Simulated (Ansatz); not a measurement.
F6W, singlet, geometry from GFN2-xTB (such geometries of metal compounds can be far from the true shape) (core potentials on W); Ansatz (a quantum-chemistry and plane-wave program) with R2SCAN/def2-SV(P).

The Ansatz input:
Ansatz 0.2 input:
```yaml
crystal:
  periodic: [false, false, false]
  atoms:
    - {symbol: W, position_ang: [0.00000000, -0.00000000, -0.00000000]}
    - {symbol: F, position_ang: [1.10915424, -0.45499889, -1.39234928]}
    - {symbol: F, position_ang: [-1.10915424, 0.45499889, 1.39234928]}
    - {symbol: F, position_ang: [-1.16633876, 0.78225540, -1.18474218]}
    - {symbol: F, position_ang: [-0.88617967, -1.59904226, -0.18339327]}
    - {symbol: F, position_ang: [0.88617967, 1.59904226, 0.18339327]}
    - {symbol: F, position_ang: [1.16633876, -0.78225540, 1.18474218]}
basis:
  gaussian:
    orbitals: def2-SV_P_.json
hamiltonian:
  xc: r2scan
magnetization: {spin_polarized: true}
```
The basis file holds def2-SV(P) in the JSON format of the Basis Set Exchange.

### Question
What does Ansatz print? Leave out banner, timings and long lists.

### Answer

```
Functional definition: r2SCAN
1182 factors; their error is unknown
mean field evaluation 1: about -18101.1962 eV, gradient 6.2e1 eV
mean field evaluation 2: about -17978.8557 eV, gradient 1.9e2 eV
mean field evaluation 4: about -18114.8033 eV, gradient 4.3e0 eV
mean field evaluation 8: about -18114.8225 eV, gradient 1.2e-1 eV
mean field evaluation 16: about -18114.8225 eV, gradient 1.7e-6 eV
mean field -18114.82251789 eV, -665.7074488649 hartree, gradient 1.6e-6 eV, S^2 0.000000; 0 other end points of the search recorded, 0 dependent functions left out
reference -18114.82255733 eV, -665.7074503140 hartree; 34, 34 occupied and 75, 75 virtual orbitals, 1182 factors
Total energy: -18114.82255733 eV, -665.7074503140 hartree
```
